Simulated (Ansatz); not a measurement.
Process, species as SMILES: [SeH] (SeH) → H atom + Se atom
B3LYP-D3(BJ)/def2-TZVP geometries, fixed; electronic energies without zero-point terms.

How fast the atomisation energy converges with the basis for several methods (Ansatz, a quantum-chemistry and plane-wave program): deviation from each method's own reference, in kcal/mol. References: CCSD(T) 78.00 kcal/mol, Hartree-Fock in aug-cc-pVQZ plus the correlation part extrapolated as X^-3 from aug-cc-pVTZ and aug-cc-pVQZ; HF 52.17 kcal/mol, the value in aug-cc-pV5Z; MP2 75.50 kcal/mol, Hartree-Fock in aug-cc-pV5Z plus the correlation part extrapolated as X^-3 from aug-cc-pVQZ and aug-cc-pV5Z; PBE 78.89 kcal/mol, the value in aug-cc-pV5Z; PBE0 77.42 kcal/mol, the value in aug-cc-pV5Z; r2SCAN 79.26 kcal/mol, the value in aug-cc-pV5Z. Cartesian d functions, on some or all atoms, in 6-31G*, 6-31G**; all else is spherical. In correlated methods cores are frozen (with 3d on Ga to Br). Open shells are unrestricted. No added dispersion term, no relativity. 

| basis | functions | CCSD(T) | HF | MP2 | PBE | PBE0 | r2SCAN |
|---|---|---|---|---|---|---|---|
| pcseg-0 | 24 | -23.38 | -13.73 | -25.13 | -9.27 | -10.75 | -10.57 |
| cc-pVDZ | 32 | -7.11 | -0.98 | -7.55 | -1.01 | -1.02 | -1.15 |
| pcseg-1 | 32 | -7.89 | -0.84 | -7.94 | -1.41 | -1.29 | -1.19 |
| 6-31G* | 37 | -13.88 | -2.68 | -13.96 | -2.00 | -2.20 | -2.61 |
| 6-31G** | 40 | -8.15 | -0.69 | -8.20 | -0.50 | -0.60 | -0.85 |
| aug-cc-pVDZ | 45 | -5.33 | -0.49 | -5.85 | -0.75 | -0.65 | -0.75 |
| pcseg-2 | 57 | -2.98 | -0.25 | -3.21 | -0.44 | -0.37 | -0.28 |
| def2-TZVPP | 62 | -2.43 | -0.12 | -2.70 | -0.06 | -0.09 | 0.08 |
| cc-pVQZ | 98 | -1.02 | -0.04 | -1.23 | -0.11 | -0.08 | 0.00 |
| def2-QZVPP | 119 | -1.00 | -0.01 | -1.21 | -0.07 | -0.05 | 0.02 |
| aug-pcseg-3 | 142 | -1.06 | 0.06 | -1.28 | -0.14 | -0.07 | -0.04 |
| cc-pV5Z | 159 | -0.56 | -0.01 | -0.67 | -0.06 | -0.04 | -0.02 |

Mean absolute deviation over pcseg-2, def2-TZVPP: r2SCAN 0.18, HF 0.19, PBE0 0.23, PBE 0.25, CCSD(T) 2.71, MP2 2.95 kcal/mol.
